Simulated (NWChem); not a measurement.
System: C3H6O; SMILES C1COC1

The following NWChem deck was run.

```
start job
memory heap 200 mb stack 900 mb global 1100 mb
geometry units angstroms noautoz
  C      0.000000     0.000000     1.067013
  C      0.000000     1.025267    -0.073890
  O      0.000000     0.000000    -1.062901
  C      0.000000    -1.025267    -0.073890
  H      0.894540     0.000000     1.704708
  H     -0.894540     0.000000     1.704708
  H     -0.895206     1.670225    -0.137585
  H      0.895206     1.670225    -0.137585
  H      0.895206    -1.670225    -0.137585
  H     -0.895206    -1.670225    -0.137585
end
basis spherical
  * library def2-svp
end
dft
  xc b3lyp
  iterations 150
  mulliken
end
task dft energy
```

Excerpt of the output:

```
             Northwest Computational Chemistry Package (NWChem) 7.3.0
             --------------------------------------------------------

 C2V symmetry detected

                             Geometry "geometry" -> ""
                             -------------------------

 Output coordinates in angstroms (scale by  1.889725989 to convert to a.u.)

  No.       Tag          Charge          X              Y              Z
 ---- ---------------- ---------- -------------- -------------- --------------
    1 C                    6.0000     0.00000000     0.00000000     1.07103594
    2 C                    6.0000     0.00000000     1.02526700    -0.06986706
    3 O                    8.0000     0.00000000     0.00000000    -1.05887806
    4 C                    6.0000     0.00000000    -1.02526700    -0.06986706
    5 H                    1.0000     0.89454000     0.00000000     1.70873094
    6 H                    1.0000    -0.89454000     0.00000000     1.70873094
    7 H                    1.0000    -0.89520600     1.67022500    -0.13356206
    8 H                    1.0000     0.89520600     1.67022500    -0.13356206
    9 H                    1.0000     0.89520600    -1.67022500    -0.13356206
   10 H                    1.0000    -0.89520600    -1.67022500    -0.13356206

 Effective nuclear repulsion energy (a.u.)     128.7521154426

      Symmetry information
      --------------------

 Group name             C2v
 Group number             16
 Group order               4
 No. of unique centers     5

                                 NWChem DFT Module
                                 -----------------

 Summary of "ao basis" -> "ao basis" (spherical)
 ------------------------------------------------------------------------------
       Tag                 Description            Shells   Functions and Types
 ---------------- ------------------------------  ------  ---------------------
 C                          def2-svp                 6       14   3s2p1d
 O                          def2-svp                 6       14   3s2p1d
 H                          def2-svp                 3        5   2s1p

      Symmetry analysis of basis
      --------------------------

        a1         33
        a2         12
        b1         19
        b2         22

            General Information
            -------------------
          SCF calculation type: DFT
          Wavefunction type:  closed shell.
          No. of atoms     :    10
          No. of electrons :    32
           Alpha electrons :    16
            Beta electrons :    16
          Charge           :     0
          Spin multiplicity:     1
          Use of symmetry is: on ; symmetry adaption is: on
          Maximum number of iterations: 150
          AO basis - number of functions:    86
                     number of shells:    42
          Convergence on energy requested:  1.00D-06
          Convergence on density requested:  1.00D-05
          Convergence on gradient requested:  5.00D-04

              XC Information
              --------------
                         B3LYP Method XC Potential
                     Hartree-Fock (Exact) Exchange  0.200
                        Slater Exchange Functional  0.800 local
                    Becke 1988 Exchange Functional  0.720 non-local
              Lee-Yang-Parr Correlation Functional  0.810
                  VWN I RPA Correlation Functional  0.190 local

             Grid Information
             ----------------
          Grid used for XC integration:  medium
          Radial quadrature: Mura-Knowles
          Angular quadrature: Lebedev.
          Tag              B.-S. Rad. Rad. Pts. Rad. Cut. Ang. Pts.
          ---              ---------- --------- --------- ---------
          C                   0.70       49           9.0       434
          O                   0.60       49           8.0       434
          H                   0.35       45          10.0       434
          Grid pruning is: on
          Number of quadrature shells:   237
          Spatial weights used:  Erf1

      Superposition of Atomic Density Guess
      -------------------------------------

 Sum of atomic energies:        -190.56125950

      Non-variational initial energy
      ------------------------------

 Total energy =    -193.115970
 1-e energy   =    -512.304663
 2-e energy   =     190.436578
 HOMO         =      -0.312155
 LUMO         =       0.103411

      Symmetry analysis of molecular orbitals - initial
      -------------------------------------------------

  Numbering of irreducible representations:

     1 a1          2 a2          3 b1          4 b2

  Orbital symmetries:

     1 a1          2 a1          3 a1          4 b2          5 a1
     6 a1          7 b2          8 a1          9 b1         10 a1
    11 b2         12 b1         13 a2         14 a1         15 b2
    16 b1         17 a1         18 a1         19 b2         20 b1
    21 a1         22 b2         23 a2         24 b1         25 b2
    26 a1

     ---------------------------------------------
      Total Density - Mulliken Population Analysis
     ---------------------------------------------

    Atom       Charge   Shell Charges
 -----------   ------   -------------------------------------------------------
    1 C    6     6.29   1.99  0.97  0.23  2.04  1.02  0.03
    2 C    6     5.74   1.99  0.94  0.20  1.79  0.77  0.06
    3 O    8     8.69   1.99  1.11  0.72  2.98  1.88  0.01
    4 C    6     5.74   1.99  0.94  0.20  1.79  0.77  0.06
    5 H    1     0.90   0.68  0.20  0.02
    6 H    1     0.90   0.68  0.20  0.02
    7 H    1     0.94   0.70  0.22  0.02
    8 H    1     0.94   0.70  0.22  0.02
    9 H    1     0.94   0.70  0.22  0.02
   10 H    1     0.94   0.70  0.22  0.02

   convergence    iter        energy       DeltaE   RMS-Dens  Diis-err
 ---------------- ----- ----------------- --------- --------- ---------
 d= 0,ls=0.0,diis     1   -192.9010709160 -3.22D+02  1.21D-02  5.02D-01
 d= 0,ls=0.0,diis     2   -192.8954777306  5.59D-03  6.16D-03  6.67D-01
 d= 0,ls=0.0,diis     3   -192.9579747189 -6.25D-02  1.35D-03  4.07D-02
 d= 0,ls=0.0,diis     4   -192.9612157298 -3.24D-03  5.38D-04  3.12D-03
 d= 0,ls=0.0,diis     5   -192.9615541071 -3.38D-04  1.15D-04  1.33D-04
  Resetting Diis
 d= 0,ls=0.0,diis     6   -192.9615709504 -1.68D-05  9.57D-06  3.48D-07
 d= 0,ls=0.0,diis     7   -192.9615709828 -3.23D-08  6.62D-06  1.38D-07

         Total DFT energy =     -192.961570982776
      One electron energy =     -515.869154989998
           Coulomb energy =      221.261740268378
    Exchange-Corr. energy =      -27.106271703740
 Nuclear repulsion energy =      128.752115442584

 Numeric. integr. density =       32.000001268336

                  Occupations of the irreducible representations
                  ----------------------------------------------

                     irrep           alpha         beta
                     --------     --------     --------
                     a1                8.0          8.0
                     a2                1.0          1.0
                     b1                3.0          3.0
                     b2                4.0          4.0

                       DFT Final Molecular Orbital Analysis
                       ------------------------------------

 Vector   14  Occ=2.000000D+00  E=-3.354157D-01  Symmetry=b2
              MO Center= -5.6D-17, -2.8D-14,  2.6D-01, r^2= 2.3D+00
   Bfn.  Coefficient  Atom+Function         Bfn.  Coefficient  Atom+Function
  ----- ------------  ---------------      ----- ------------  ---------------
     5      0.382734   1 C  py               19     -0.293716   2 C  py
    47     -0.293716   4 C  py                8      0.184451   1 C  py
    33      0.164866   3 O  py               22     -0.153491   2 C  py
    50     -0.153491   4 C  py               20      0.152693   2 C  pz
    48     -0.152693   4 C  pz               67     -0.141706   7 H  s

 Vector   15  Occ=2.000000D+00  E=-3.088607D-01  Symmetry=a1
              MO Center= -4.5D-15,  1.3D-14, -4.1D-01, r^2= 2.0D+00
   Bfn.  Coefficient  Atom+Function         Bfn.  Coefficient  Atom+Function
  ----- ------------  ---------------      ----- ------------  ---------------
    34      0.487278   3 O  pz               37      0.354767   3 O  pz
     6      0.294484   1 C  pz               20     -0.241037   2 C  pz
    48     -0.241037   4 C  pz               31     -0.147584   3 O  s
    57      0.124385   5 H  s                62      0.124385   6 H  s
    30     -0.122890   3 O  s                 2     -0.113496   1 C  s

 Vector   16  Occ=2.000000D+00  E=-2.467093D-01  Symmetry=b1
              MO Center=  3.2D-14, -1.5D-15, -6.7D-01, r^2= 2.0D+00
   Bfn.  Coefficient  Atom+Function         Bfn.  Coefficient  Atom+Function
  ----- ------------  ---------------      ----- ------------  ---------------
    32      0.554818   3 O  px               35      0.409829   3 O  px
    67      0.191259   7 H  s                72     -0.191259   8 H  s
    77     -0.191259   9 H  s                82      0.191259  10 H  s
    68      0.163974   7 H  s                73     -0.163974   8 H  s
    78     -0.163974   9 H  s                83      0.163974  10 H  s

 Vector   17  Occ=0.000000D+00  E= 5.723413D-02  Symmetry=a1
              MO Center= -6.4D-14, -8.6D-14,  7.4D-01, r^2= 6.4D+00
   Bfn.  Coefficient  Atom+Function         Bfn.  Coefficient  Atom+Function
  ----- ------------  ---------------      ----- ------------  ---------------
     3      1.572592   1 C  s                58     -0.917491   5 H  s
    63     -0.917491   6 H  s                17      0.763915   2 C  s
    45      0.763915   4 C  s                68     -0.715259   7 H  s
    73     -0.715259   8 H  s                78     -0.715259   9 H  s
    83     -0.715259  10 H  s                22      0.464563   2 C  py

[...]
```

Level: B3LYP/def2-SVP. Structure relaxed at the PBE0/def2-SVP level.
